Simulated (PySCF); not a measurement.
Computed shifts of a molecule C3H10Si, PBE/pcSseg-1 in PySCF, GIAO, gas phase, atoms alike by connectivity averaged where their shifts nearly agree, in ppm (number of nuclei): ²⁹Si: -67.9 (1). ¹³C: 27.8 (1), 23.4 (1), 16.1 (1). ¹H: 4.17 (3), 1.66 (2), 1.40 (3), 0.95 (2). References: ²⁹Si against TMS (σ = 335.4 ppm); ¹³C against TMS (σ = 182.0 ppm); ¹H against TMS (σ = 31.49 ppm), references at their B3LYP-D3(BJ)/def2-TZVP geometries, non-relativistic. Geometry: B3LYP-D3(BJ)/def2-SVP. Other conformers were not sampled.

**Question.** Which molecule gave these data?
A. CC(C)[SiH3]
B. CCC[SiH3]
C. C[SiH](C)C
D. CC[SiH2]C

**Answer.** B, CCC[SiH3]
